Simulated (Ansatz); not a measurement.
H2SeTe (SMILES [SeH][TeH]) moved off its minimum; all values from Ansatz (an electronic-structure program), cores frozen in correlated methods. Elements past Kr take the def2 small-core potentials, without spin–orbit coupling.
(charge 0, multiplicity 1)
```xyz
4

Te    -0.6572    -0.5074     0.6282
H     -0.8851    -1.5926    -0.6930
Se     1.1301     1.0915    -0.6389
H      2.0660     0.3532    -0.1893
```

Give the forces (eV/Å), the total energy and the dipole at CCSD(T)/def2-TZVPPD.


```csv
atom,Fx,Fy,Fz
Te1,0.636,0.245,-1.224
H2,0.154,0.583,0.629
Se3,-6.069,3.141,-1.809
H4,5.279,-3.969,2.404
```
Energy -2668.3401 hartree, dipole 0.81 D.
